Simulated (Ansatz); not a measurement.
Basis sets compared for Mg₂I₃. Charge 0, multiplicity 2. Geometry PBE-D4/def2-SVP. Ansatz on 4 threads of Arm Neoverse V2 on a shared host; times are rough, and most runs start from earlier orbitals.

| atom | x (Å) | y (Å) | z (Å) |
| --- | --- | --- | --- |
| Mg1 | -2.766 | 0.561 | -0.295 |
| Mg2 | 2.744 | -0.593 | 0.403 |
| I3 | 5.298 | -1.060 | 0.544 |
| I4 | -5.244 | 1.148 | -0.818 |
| I5 | -0.033 | -0.056 | 0.166 |

In the def2 sets I takes a core potential, while STO-3G treats all electrons; there is no spin–orbit coupling. Another isomer (doublet) lies 1.36 eV lower at PBE0-D4/def2-TZVP; other spin states weren't run for this one.

STO-3G and 6-31G are all-electron sets without relativity, so their totals don't compare with the def2 sets.

Binding counts from free atoms (Mg singlet, I doublet) in the same basis, without a counterpoise term.

| level | functions | energy (Eh) | HOMO (eV) | LUMO (eV) | binding per atom (eV) | wall time |
| --- | --- | --- | --- | --- | --- | --- |
| HF/STO-3G | 99 | -20946.5052 | -1.33 | 4.33 | – | 2.1 s |
| PBE-D4/def2-SVP | 114 | -1293.0225 | -4.39 | -3.79 | 1.70 | 1.9 s |
| PBE0-D4/def2-SVP | 114 | -1293.1388 | -4.91 | -3.14 | 1.67 | 3.5 s |

(1) Estimate the rows for HF/def2-TZVP, PBE-D4/def2-TZVP (with forces), PBE0-D4/def2-TZVP.

Answers

(1) 
```
                         level  functions  energy (Eh)  HOMO (eV)  LUMO (eV)  binding per atom (eV)  wall time
                  HF/def2-TZVP        214   -1289.4056      -5.85      -0.38                   1.18      4.4 s
PBE-D4/def2-TZVP (with forces)        214   -1293.1918      -4.43      -3.83                   1.68      4.1 s
             PBE0-D4/def2-TZVP        214   -1293.3066      -4.92      -3.15                   1.66      7.5 s
```
